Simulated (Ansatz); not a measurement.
PBE exchange is replaced step by step with exact exchange (0 % is PBE, 25 % PBE0; no dispersion term), basis def2-SVP, Ansatz. System: (ClGaO)3 ring (Ga₃Cl₃O₃). Charge 0, multiplicity 1. Geometry: PBE-D4/def2-SVP.

Geometry of the singlet:

```xyz
9

Ga   -0.632   -0.362    1.651
Cl   -1.392   -0.771    3.600
O    -1.465   -1.027    0.197
Ga   -0.838   -0.665   -1.453
Cl   -1.841   -1.433   -3.171
O     0.638    0.352   -1.646
Ga    1.477    1.018   -0.197
Cl    3.212    2.235   -0.431
O     0.843    0.654    1.450
```

```json
{"exact exchange (%)": "0", "HOMO (eV)": "-7.81", "LUMO (eV)": "-3.44", "gap (eV)": "4.37"}
{"exact exchange (%)": "10", "HOMO (eV)": "-8.44", "LUMO (eV)": "-3.11", "gap (eV)": "5.33"}
{"exact exchange (%)": "15", "HOMO (eV)": "-8.73", "LUMO (eV)": "-2.94", "gap (eV)": "5.79"}
{"exact exchange (%)": "25", "HOMO (eV)": "-9.32", "LUMO (eV)": "-2.60", "gap (eV)": "6.73"}
{"exact exchange (%)": "40", "HOMO (eV)": "-10.22", "LUMO (eV)": "-2.08", "gap (eV)": "8.14"}
```
